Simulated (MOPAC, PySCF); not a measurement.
Bond stretch in CuH, singlet.

- RKS-BP86/6-31G* = restricted BP86/6-31G*, spherical d (PySCF 2.14.0)
- UHF/LANL2DZ = PySCF with unrestricted Hartree-Fock/LANL2DZ, with its core potentials past Ne
- PM7, restricted, heats of formation (MOPAC)
- UCCSD(T) = PySCF with CCSD(T) on UHF/def2-SVP, 5 core orbitals frozen

Energies relative to the lowest point of each curve near equilibrium, in eV; the last columns give the difference from UCCSD(T):

```
R / Å  RKS-BP86/6-31G*  UHF/LANL2DZ    PM7  UCCSD(T)  RKS-BP86/6-31G* − UCCSD(T)  UHF/LANL2DZ − UCCSD(T)  PM7 − UCCSD(T)
-----  ---------------  -----------  -----  --------  --------------------------  ----------------------  --------------
1.19             0.657        1.327  3.613     0.750                      -0.093                   0.577           2.863
1.27             0.248        0.736  1.992     0.334                      -0.086                   0.402           1.659
1.34             0.065        0.395  1.064     0.130                      -0.066                   0.264           0.934
1.38             0.015        0.257  0.693     0.062                      -0.047                   0.195           0.631
1.45             0.000        0.096  0.262     0.005                      -0.005                   0.091           0.257
1.49             0.024        0.042  0.117     0.000                       0.024                   0.042           0.117
1.53             0.067        0.011  0.033     0.012                       0.055                  -0.001           0.021
1.57             0.125        0.000  0.000     0.038                       0.087                  -0.038          -0.038
1.62             0.214        0.009  0.019     0.087                       0.127                  -0.078          -0.069
1.73             0.456        0.100  0.237     0.244                       0.211                  -0.144          -0.007
1.83             0.707        0.242  0.580     0.424                       0.283                  -0.182           0.156
1.98             1.106        0.504  1.238     0.725                       0.381                  -0.221           0.513
2.25                 —        0.858  2.555     1.269                           —                  -0.411           1.286
2.44                 —        1.014  3.436     1.597                           —                  -0.584           1.838
2.70                 —        1.145  4.479     1.954                           —                  -0.809           2.525
2.96                 —        1.218  5.308     2.207                           —                  -0.989           3.101
3.28                 —        1.266  6.063     2.399                           —                  -1.132           3.664
3.67                 —        1.295  6.683     2.499                           —                  -1.204           4.185
4.00                 —        1.307  7.033     2.527                           —                  -1.220           4.507
4.44                 —        1.315  7.348     2.539                           —                  -1.224           4.809
5.16                 —        1.321  7.664     2.543                           —                  -1.222           5.121
5.90                 —        1.325  7.872     2.544                           —                  -1.219           5.328
```

RKS-BP86/6-31G* is furthest from UCCSD(T) at 1.98 (0.381 eV, above); its mean absolute difference over the points is 0.122 eV.

UHF/LANL2DZ is furthest from UCCSD(T) at 4.44 (-1.224 eV, below); its mean absolute difference over the points is 0.557 eV.

PM7 is furthest from UCCSD(T) at 5.90 (5.328 eV, above); its mean absolute difference over the points is 1.983 eV.

A dash means that the run gave no value there, or that the column was ended at a point which the program doubted or which failed a test of continuity chosen for this set; such a test can also cut sound points.

The restricted form behind RKS-BP86/6-31G*, PM7 keeps the bonding electrons paired and can't separate into open-shell fragments. The unrestricted determinant behind UHF/LANL2DZ, UCCSD(T) is spin-contaminated at 1.98 to 5.90 Å (<S²> up to 1.0, against 0.00 for a pure singlet).
